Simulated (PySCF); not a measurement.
# What a mistake does to a calculation on AlCH7NSi

These are calculations, not measurements. They come from PySCF 2.14.0, an open-source quantum chemistry program, on an isolated molecule that a program drew, which may never have been made. The molecule is AlCH7NSi (charge 0, doublet), drawn as the SMILES string `[AlH2][NH]C[SiH2]`.

Each row is a Hartree-Fock (HF) and frozen-core CCSD(T) single point in the cc-pV(D+d)Z basis, meant for a local HF minimum. Run 1 is clean. Each other run has one planted mistake out of seven kinds, and not every kind appears here: one electron removed, one electron added, multiplicity raised by two, geometry at a saddle point, minimal basis STO-3G, one bond length entered in bohr, all coordinates scaled. The reference is restricted for singlets and unrestricted otherwise, and also for a bond in bohr. Adding or removing an electron swaps singlet and doublet. Electrons count all cores. HOMO and LUMO are orbital energies over both spins, the gradient is its largest component, and the lowest frequency (negative if imaginary) is given only where the gradient is small. Bond lengths are over the 10 bonds as drawn. T1 is the CCSD diagnostic: over 0.02 (restricted) or 0.045 (unrestricted) a single reference is doubtful.

Geometry of the clean run:
```xyz
11
AlCH7NSi, angstrom
Al   -0.7556   -1.1256    0.8261
N    -0.5327   -0.6362   -0.8601
C     0.1602    0.4432   -1.5563
Si    1.0969    1.7076   -0.4902
H    -1.6269   -2.4207    1.0608
H    -0.1080   -0.2934    1.9963
H    -0.9868   -1.2342   -1.5306
H     0.8965    0.0380   -2.2625
H    -0.5434    1.0241   -2.1668
H     2.1966    1.0848    0.2862
H     0.1949    2.4555    0.4193
```

```
run  electrons  basis functions  <S^2>  HOMO (eV)  LUMO (eV)  gradient (hartree/bohr)  lowest frequency (cm^-1)  mean bond (Å)  longest bond (Å)      T1  HF (hartree)  CCSD(T) (hartree)                     mistake
  1         47              109  0.754      -8.86       1.63                  1.3e-05                        81         1.4453             1.901  0.0149    -627.21927         -627.75757                    no fault
  2         47              109  3.787      -4.23      -0.23                  1.1e-01                         -         1.4453             1.901  0.0162    -627.07254         -627.58158  multiplicity raised by two
  3         47              109  0.754      -8.80       1.71                  1.3e-02                         -         1.4163             1.863  0.0144    -627.21510         -627.75029                           ?
  4         47               35  0.752      -6.32       6.62                  4.6e-02                         -         1.4453             1.901  0.0143    -619.79757         -620.01590                           ?
```

**Which mistake was planted in run 3, and what did it cost?**

The mean and the longest bond both change by the same factor, 0.980, and the gradient is no longer small. So the mistake is: all coordinates scaled. Subtracting run 1 and multiplying by 627.51 kcal/mol a hartree, the energy moved by 2.6 kcal/mol in HF and 4.6 kcal/mol in CCSD(T).

**Which mistake was planted in run 4, and what did it cost?**

It has 35 basis functions where the clean run has 109, with the same electrons and geometry. So the mistake is: minimal basis STO-3G. Subtracting run 1 and multiplying by 627.51 kcal/mol a hartree, the energy moved by 4657.2 kcal/mol in HF and 4858.0 kcal/mol in CCSD(T).

